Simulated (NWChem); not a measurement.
Species: AlI3; SMILES [I][Al]([I])[I]

All runs: NWChem. Geometry: optimised at PBE0/def2-SVP. def2 effective core potentials on I; no spin-orbit coupling.

Question: Estimate the computed values for B97-D/def2-SVP. Quantities: highest occupied level (eV); orbital gap (eV).

Answer: 
* **highest occupied level (eV)**: -6.51
* **orbital gap (eV)**: 3.95
